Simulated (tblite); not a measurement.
C4H11AlGe2.
SMILES with atom numbers: `[CH:1]#[C:2][AlH:3][C@@H:4]([GeH3:5])[CH2:6][GeH3:7]` (hydrogens: H8 on C1; H9 on Al3; H10 on C4; H11, H12, H13 on Ge5; H14, H15 on C6; H16, H17, H18 on Ge7)

Computed with GFN2-xTB (tblite), gas phase: L-BFGS steps from a force-field or distance-geometry start until the largest atomic force falls under 0.01 eV/Å.

Step 113: E = -516.0812 eV
```
atom  x, y, z in Å  |  force x, y, z in eV/Å
C1      3.7455   -1.9340   -0.1834   -0.026   0.028   0.021
C2      2.7406   -1.3145    0.0984    0.068  -0.030  -0.010
Al3     1.1441   -0.2979    0.5322    0.030   0.027   0.035
C4     -0.4400   -0.2106   -0.6813   -0.062  -0.044   0.002
Ge5    -1.4600   -1.8698   -0.2864    0.072   0.018  -0.081
C6     -1.3300    1.0006   -0.3646    0.006   0.017  -0.015
Ge7    -0.3883    2.6738   -0.8000    0.006   0.022   0.018
H8      4.6234   -2.4720   -0.4212   -0.036   0.009   0.005
H9      0.9142    0.3185    1.9393   -0.004  -0.005  -0.049
H10    -0.1961   -0.2355   -1.7549   -0.003   0.011   0.026
H11    -2.8317   -1.8459   -0.9149    0.001  -0.033   0.001
H12    -1.6960   -2.0065    1.1900   -0.012  -0.011   0.032
H13    -0.7693   -3.1320   -0.7216   -0.043   0.034   0.012
H14    -2.2909    0.9372   -0.8888    0.001   0.035   0.030
H15    -1.5537    1.0212    0.7092   -0.008  -0.018  -0.017
H16    -1.0822    3.9321   -0.3660   -0.003  -0.028  -0.002
H17    -0.0874    2.8179   -2.2614   -0.005  -0.026   0.007
H18     0.9490    2.6236   -0.1012    0.017  -0.007  -0.014
```

Step 114: E = -516.0825 eV
```
atom  x, y, z in Å  |  force x, y, z in eV/Å
C1      3.7480   -1.9297   -0.1663   -0.022   0.034   0.021
C2      2.7355   -1.3151    0.0981    0.071  -0.026   0.006
Al3     1.1392   -0.2959    0.5285    0.019   0.019  -0.001
C4     -0.4449   -0.2111   -0.6883   -0.044  -0.054   0.010
Ge5    -1.4634   -1.8719   -0.2942    0.079   0.030  -0.100
C6     -1.3273    1.0017   -0.3578   -0.002   0.002  -0.014
Ge7    -0.3850    2.6717   -0.8024    0.002   0.022   0.019
H8      4.6332   -2.4617   -0.3911   -0.043   0.006   0.002
H9      0.9034    0.3282    1.9314   -0.001  -0.007  -0.048
H10    -0.2076   -0.2298   -1.7637    0.000   0.007   0.040
H11    -2.8392   -1.8564   -0.9140    0.004  -0.023  -0.003
H12    -1.6921   -2.0109    1.1823   -0.009  -0.017   0.047
H13    -0.7694   -3.1291   -0.7384   -0.044   0.030   0.020
H14    -2.2941    0.9393   -0.8702   -0.015   0.050   0.027
H15    -1.5374    1.0197    0.7187   -0.011  -0.016  -0.012
H16    -1.0533    3.9324   -0.3359    0.001  -0.032  -0.001
H17    -0.1265    2.8278   -2.2703    0.001  -0.025   0.002
H18     0.9719    2.5970   -0.1431    0.014  -0.001  -0.015
```

Step 115: E = -516.0839 eV
```
atom  x, y, z in Å  |  force x, y, z in eV/Å
C1      3.7481   -1.9248   -0.1512   -0.013   0.037   0.022
C2      2.7302   -1.3135    0.0983    0.037   0.000   0.027
Al3     1.1347   -0.2914    0.5251    0.002   0.004  -0.045
C4     -0.4517   -0.2123   -0.6921   -0.010  -0.041   0.011
Ge5    -1.4653   -1.8753   -0.3028    0.055   0.034  -0.082
C6     -1.3248    1.0035   -0.3499   -0.010  -0.015  -0.005
Ge7    -0.3800    2.6691   -0.8037   -0.010  -0.002   0.017
H8      4.6382   -2.4515   -0.3636   -0.014  -0.020  -0.012
H9      0.8936    0.3417    1.9211    0.002   0.000  -0.028
H10    -0.2198   -0.2240   -1.7686    0.008   0.002   0.038
H11    -2.8454   -1.8706   -0.9133    0.007  -0.011  -0.013
H12    -1.6905   -2.0194    1.1744    0.003  -0.023   0.041
H13    -0.7661   -3.1241   -0.7581   -0.037   0.016   0.026
H14    -2.2971    0.9446   -0.8504   -0.036   0.059   0.014
H15    -1.5229    1.0190    0.7286   -0.013  -0.010   0.006
H16    -1.0228    3.9316   -0.3119   -0.003  -0.017   0.008
H17    -0.1603    2.8322   -2.2757    0.009  -0.019  -0.019
H18     0.9929    2.5714   -0.1826    0.025   0.005  -0.006
```

Step 116: E = -516.0846 eV
```
atom  x, y, z in Å  |  force x, y, z in eV/Å
C1      3.7553   -1.9207   -0.1300   -0.018   0.045   0.021
C2      2.7284   -1.3163    0.0992    0.043   0.002   0.030
Al3     1.1318   -0.2902    0.5153   -0.002  -0.013  -0.074
C4     -0.4594   -0.2128   -0.6979    0.010  -0.008   0.003
Ge5    -1.4668   -1.8766   -0.3114    0.010   0.032  -0.040
C6     -1.3238    1.0057   -0.3425   -0.031  -0.031   0.015
Ge7    -0.3777    2.6672   -0.8068    0.013   0.012   0.006
H8      4.6530   -2.4410   -0.3270   -0.024  -0.019  -0.011
H9      0.8854    0.3465    1.9066    0.005   0.009  -0.006
H10    -0.2362   -0.2183   -1.7759    0.017  -0.001   0.030
H11    -2.8498   -1.8789   -0.9152    0.006  -0.004  -0.022
H12    -1.6925   -2.0248    1.1671    0.020  -0.025   0.017
H13    -0.7647   -3.1190   -0.7742   -0.026  -0.004   0.026
H14    -2.3040    0.9520   -0.8281   -0.028   0.055   0.008
H15    -1.5076    1.0195    0.7388   -0.009  -0.008   0.007
H16    -0.9919    3.9315   -0.2763    0.022  -0.044  -0.008
H17    -0.2057    2.8438   -2.2865    0.009  -0.015   0.022
H18     1.0174    2.5386   -0.2317   -0.018   0.020  -0.023
```

**Question.** Estimate the geometry and energy of step 117. (The exact step hangs on the optimiser's Hessian estimate; all steps are aligned on step 116, rigid shifts and turns removed.)

**Answer.** E = -516.0851 eV, largest force 0.089 eV/Å
```
atom  x, y, z in Å  |  force x, y, z in eV/Å
C1      3.7543   -1.9191   -0.1286    0.062  -0.003   0.006
C2      2.7275   -1.3148    0.0952   -0.050   0.058   0.045
Al3     1.1331   -0.2854    0.5087   -0.008  -0.023  -0.076
C4     -0.4662   -0.2133   -0.6935    0.034   0.033  -0.007
Ge5    -1.4667   -1.8782   -0.3155   -0.049   0.010   0.034
C6     -1.3257    1.0078   -0.3361   -0.030  -0.019   0.023
Ge7    -0.3749    2.6659   -0.8029   -0.026  -0.066   0.011
H8      4.6519   -2.4401   -0.3199   -0.001  -0.033  -0.018
H9      0.8929    0.3591    1.8942    0.005   0.024   0.024
H10    -0.2437   -0.2156   -1.7705    0.024  -0.003  -0.012
H11    -2.8466   -1.8931   -0.9241   -0.003   0.005  -0.036
H12    -1.7056   -2.0318    1.1632    0.038  -0.021  -0.021
H13    -0.7556   -3.1129   -0.7771   -0.006  -0.032   0.019
H14    -2.3074    0.9604   -0.8178   -0.041   0.040  -0.014
H15    -1.5085    1.0201    0.7444   -0.007  -0.002   0.042
H16    -0.9790    3.9316   -0.2818   -0.017   0.023   0.027
H17    -0.2047    2.8314   -2.2782    0.014  -0.003  -0.063
H18     1.0162    2.5343   -0.2362    0.060   0.013   0.016
```

The energy changes by -0.0005 eV. The first-order estimate −F·Δx gives -0.0020 eV and the mean of the old and new forces, exact on a quadratic surface, -0.0004 eV. The step makes an angle of 76° with the force vector and moves no atom by more than 0.019 Å.

What follows is the cost of the whole relaxation. Time: 1.4 s of wall time. Hardware: an Arm Neoverse V2 with one thread, on a shared host.
